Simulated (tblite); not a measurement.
ClLi, charge +1, doublet, at a GFN2-xTB geometry (such geometries of metal compounds can be far from the true shape) (a state made from the parent by changing its charge; the spin is typed, not shown lowest); IPEA1-xTB in tblite.

The tblite input:
```
$ tblite run mol.xyz --method ipea1 --charge 1 --spin 1 --json tblite.json --no-restart

# file mol.xyz
2

Li    -0.00000000    -0.00000000    -1.95078436
Cl     0.00000000     0.00000000     0.34425606
```

It wrote (shortened):

```
xTB calculator
 | screened Coulomb repulsion
 | Coulomb electrostatics
 |  * isotropic Klopman-Ohno-Mataga-Nishimoto electrostatics
 |  * onsite third-order electrostatics
 | DFT-D3(BJ) dispersion correction

halogen bonding energy    0.0000000000000E+00 Eh
repulsion energy          2.1925275893793E-03 Eh
dispersion energy        -2.2853699458706E-04 Eh
number of electrons       7.0000000000000E+00 e
integral cutoff           4.0000000000000E+01 bohr

------------------------------------------------------------
  cycle        total energy    energy error   density error
------------------------------------------------------------
      1     -4.148447726684  -4.1504117E+00   2.7020796E-01
      2     -4.170526343852  -2.2078617E-02   1.4078939E-01
      3     -4.173620274693  -3.0939308E-03   5.2483655E-02
      4     -4.171685053076   1.9352216E-03   6.5211037E-02
      5     -4.174955032534  -3.2699795E-03   3.3811908E-03
      6     -4.174958086769  -3.0542351E-06   2.4993655E-03
      7     -4.174962731500  -4.6447308E-06   7.3731717E-05
      8     -4.174962735187  -3.6872878E-09   9.7527967E-08
------------------------------------------------------------

electronic energy        -4.1769267257816E+00 Eh
total energy             -4.1749627351868E+00 Eh

Post processing:
 | Mayer-Wiberg bond orders

[Info] JSON dump of results written to 'tblite.json'
```
